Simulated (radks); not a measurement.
Tl51+, 30 electrons, occupied as [Ar] 3d10 4s2.

All-electron calculation, non-relativistic Kohn-Sham, PBE, spin-polarised, spherical densities, point nucleus; relativity is left out, which matters for an element this heavy. Program: a radial shooting solver on a logarithmic mesh with Libxc functionals.

Energy parts (eV):
| part | energy |
|---|---|
| total | -463372.88 |
| kinetic | 463327.49 |
| electron-nucleus | -1003658.84 |
| Hartree | 83734.68 |
| exchange-correlation | -6776.22 |

Orbitals (lengths in bohr, moments of r in powers of bohr; <r^-3> diverges for s and p1/2):
orbital  occ.  eigenvalue (eV)  <r^-3>      <r^2>      <r>
1s          2        -79770.31       -  0.0004665  0.01869
2s          2        -15656.06       -   0.007208  0.07845
2p          6        -15183.04   18950   0.005310  0.06625
3s          2        -5637.836       -    0.04252   0.1934
3p          6        -5420.950    4366    0.03887   0.1837
3d         10        -5025.641   781.6    0.02954   0.1596
4s          2        -2850.037       -     0.1556   0.3724

The highest occupied level is 4s at -2850.0 eV. For comparison, the ionisation energy in NIST's Atomic Spectra Database is 3094 eV (theoretical). In exact Kohn-Sham theory the highest level is minus the ionisation energy, but local and semilocal functionals leave it too shallow, through self-interaction and a potential that decays too fast; potentials with the right tail come closer. The density falls to 0.001 e/bohr^3 at r = 0.87 bohr.
